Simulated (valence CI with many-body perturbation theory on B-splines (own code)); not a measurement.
## Ti16+: electric-dipole lines

Method: valence CI with perturbative core correlation (CI+MBPT): four valence electrons over a frozen Dirac-Fock core [He], radial functions for each j: 11 s, 11 p, 10 d, 8 f, 5 g, 2 h, with the one-electron correlation potential Σ1 (screened to all orders), the two-electron term Σ2, the three-electron term Σ3, Breit, model QED; selected single and double excitations, second order for the rest, scaled by the run's own slope (own B-spline code, finite nucleus).

No measured spectrum was set against this ion. As an estimate, levels of excited configurations hold to 0.05 to 0.15 % of their energy, terms of the ground configuration to about 0.5 %. Among the levels kept, up to 850 cm⁻¹ of a level comes from second order outside the variational space, and about a tenth of that is noise between levels of different J, which matters for small intervals.

Lines 51 to 100 of 569 in falling wavelength, among levels below 802.70 eV, chosen from the strongest by gf and those to the six lowest levels. Wavelengths and rates use the calculated energies, so an error of 400 cm⁻¹ moves a line at 623.5 Å by 0.25 % and its rate by three times that or more. Electric multipoles are in the length gauge with retardation, E1 and E2 with the static RPA response of the core. Weak lines are less certain than strong ones. Lines between different terms over intervals too small for the method are left out, as are lines whose strength nearly cancels. Where a level lies close to another of its J and parity, the split of strength between their lines is uncertain. The highest levels of a list are the least certain.

Names give the largest LS component (configuration and term), which can be under half, so a name can repeat, a term be missing and a line seem to break the LS rules; names also repeat where a configuration has a term twice. Letters in brackets count levels of one name in rising energy.

```
λ vac (Å)                Upper                Lower   A (s⁻¹)  S (a.u.)
    623.5       2s.2p2.3d 5D_4      2s.2p2.3p 5P°_3  7.08e+08  7.63e-01
    621.3   2s.2p2.3d 1F_3 [b]  2s.2p2.3p 1D°_2 [b]  9.02e+08  7.47e-01
    620.3         2p3.3d 5D°_1          2p3.3p 5P_1  8.57e+08  3.03e-01
    619.6         2p3.3d 5D°_2          2p3.3p 5P_1  4.27e+08  2.51e-01
    617.2       2s2.2p.3p 3D_3      2s2.2p.3s 3P°_2  1.12e+09  9.14e-01
    617.0      2s.2p2.3p 3F°_3       2s.2p2.3s 3D_2  1.12e+09  9.08e-01
    616.8       2s.2p2.3d 5F_1      2s.2p2.3p 5D°_0  5.75e+08  2.00e-01
    616.4       2s.2p2.3d 5D_3      2s.2p2.3p 5P°_2  7.08e+08  5.73e-01
    615.6       2s.2p2.3d 3G_4      2s.2p2.3p 3F°_3  1.04e+09  1.08e+00
    612.9       2s.2p2.3d 5D_4      2s.2p2.3p 5D°_4  3.88e+08  3.97e-01
    608.0  2s.2p2.3p 3D°_1 [c]       2s.2p2.3s 3S_1  7.01e+08  2.33e-01
    608.0   2s.2p2.3d 1D_2 [c]  2s.2p2.3p 1P°_1 [c]  7.34e+08  4.07e-01
    606.3      2s.2p2.3p 5D°_4       2s.2p2.3s 5P_3  1.37e+09  1.36e+00
    604.8       2s.2p2.3d 5F_2      2s.2p2.3p 5D°_1  5.80e+08  3.17e-01
    603.1   2s.2p2.3d 3D_3 [e]  2s.2p2.3p 3P°_2 [d]  6.41e+08  4.86e-01
    602.5      2s2.2p.3d 3F°_4       2s2.2p.3p 3D_3  1.07e+09  1.04e+00
    602.2  2s.2p2.3p 3P°_1 [c]   2s.2p2.3s 3P_0 [b]  6.38e+08  2.06e-01
    601.7  2s.2p2.3p 3P°_2 [c]   2s.2p2.3s 3P_1 [b]  1.14e+09  6.14e-01
    600.9      2s.2p2.3p 5D°_3       2s.2p2.3s 5P_2  1.27e+09  9.50e-01
    600.3   2s.2p2.3d 3F_2 [c]  2s.2p2.3p 3D°_1 [c]  8.74e+08  4.66e-01
    598.5   2s.2p2.3d 3F_4 [b]      2s.2p2.3p 3F°_4  3.25e+08  3.10e-01
    597.5  2s.2p2.3p 3P°_2 [d]   2s.2p2.3s 3P_2 [b]  1.07e+09  5.63e-01
    596.7   2s.2p2.3d 1D_2 [b]  2s.2p2.3p 3P°_1 [e]  4.94e+08  2.59e-01
    596.2      2s.2p2.3p 5P°_3       2s.2p2.3s 5P_3  1.18e+09  8.64e-01
    592.6      2s.2p2.3p 5D°_2       2s.2p2.3s 5P_1  9.68e+08  4.97e-01
    592.1  2s.2p2.3p 3P°_1 [d]   2s.2p2.3s 3P_2 [b]  1.11e+09  3.41e-01
    592.0      2s.2p2.3p 3F°_4       2s.2p2.3s 3D_3  1.51e+09  1.39e+00
    588.3       2s2.2p.3p 3D_2      2s2.2p.3s 3P°_1  1.17e+09  5.89e-01
    586.3      2s2.2p.3d 3F°_3       2s2.2p.3p 3D_2  1.13e+09  7.86e-01
    584.9       2s.2p2.3d 5D_3      2s.2p2.3p 5D°_3  2.81e+08  1.94e-01
    584.5   2s.2p2.3d 3D_2 [c]  2s.2p2.3p 3P°_1 [c]  1.04e+09  5.13e-01
    583.0  2s.2p2.3p 1D°_2 [a]       2s.2p2.3s 3D_1  4.69e+08  2.29e-01
    582.0       2s.2p2.3d 3G_3      2s.2p2.3p 3F°_2  9.97e+08  6.79e-01
    580.9      2s2.2p.3d 3D°_3       2s2.2p.3p 3P_2  7.62e+08  5.16e-01
    577.3   2s.2p2.3d 3D_2 [d]  2s.2p2.3p 1P°_1 [b]  7.26e+08  3.45e-01
    576.1      2s.2p2.3p 5P°_1       2s.2p2.3s 5P_2  1.03e+09  2.92e-01
    571.5       2s2.2p.3p 1P_1      2s2.2p.3s 3P°_0  9.11e+08  2.52e-01
    571.4      2s2.2p.3d 3D°_1       2s2.2p.3p 3P_0  6.06e+08  1.67e-01
    570.9      2s.2p2.3p 5P°_2       2s.2p2.3s 5P_2  6.68e+08  3.07e-01
    570.5   2s.2p2.3d 3F_3 [b]      2s.2p2.3p 3F°_3  2.68e+08  1.72e-01
    566.7       2s2.2p.3p 3S_1      2s2.2p.3s 3P°_2  1.38e+09  3.73e-01
    564.2      2s2.2p.3d 3D°_2       2s2.2p.3p 3P_1  9.00e+08  3.99e-01
    564.1  2s.2p2.3p 3D°_2 [c]       2s.2p2.3s 3S_1  1.45e+09  6.40e-01
    562.3  2s.2p2.3p 3P°_1 [c]       2s.2p2.3s 3S_1  6.18e+08  1.63e-01
    562.1   2s.2p2.3d 3D_3 [e]  2s.2p2.3p 3D°_3 [c]  3.70e+08  2.27e-01
    560.7       2s.2p2.3d 1G_4  2s.2p2.3p 3D°_3 [b]  2.79e+08  2.18e-01
    559.1       2s.2p2.3d 5P_3      2s.2p2.3p 5P°_3  8.45e+08  5.10e-01
    558.9      2s2.2p.3d 1D°_2       2s2.2p.3p 1P_1  1.14e+09  4.91e-01
    558.7  2s.2p2.3p 3D°_1 [b]       2s.2p2.3s 3D_2  6.32e+08  1.63e-01
    557.4   2s.2p2.3d 3D_3 [b]  2s.2p2.3p 1D°_2 [a]  3.60e+08  2.15e-01
```
